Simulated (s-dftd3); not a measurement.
AgF, charge -1, doublet, at a GFN2-xTB geometry (such geometries of metal compounds can be far from the true shape) (the multiplicity is a formal guess); D3(bj) for bp86 run with s-dftd3 1.4.0.

s-dftd3 was given this input:
```
$ s-dftd3 mol.xyz --bj bp86 --json dftd3.json --noedisp --grad

# file mol.xyz
2

Ag    -0.00000000    -0.00000000    -0.38161718
F      0.00000000     0.00000000     1.99288972
```

It wrote (shortened):

```
-----------------------------------
 s i m p l e   D F T - D 3  v1.4.0
-----------------------------------

Rational (Becke-Johnson) damping: bp86-D3(BJ)
---------------------
  s6         1.0000
  s8         3.2822
  s9         0.0000
  a1         0.3946
  a2         4.8516
 alp        14.0000
--------------------

Dispersion energy:      -9.6448117698359E-04 Eh

Gradient norm:           7.7140821315656E-04 Eh/a0
--------------------------------------------------
     #    Z           dE/dx      dE/dy      dE/dz
--------------------------------------------------
     1   47 Ag    0.000E+00  0.000E+00  5.455E-04
     2    9 F     0.000E+00  0.000E+00 -5.455E-04
--------------------------------------------------

Virial:
--------------------------------------------------
      component           x          y          z
--------------------------------------------------
          x       0.000E+00  0.000E+00  0.000E+00
          y       0.000E+00  0.000E+00  0.000E+00
          z       0.000E+00  0.000E+00 -2.448E-03
--------------------------------------------------

[Info] JSON dump of results written to 'dftd3.json'
```
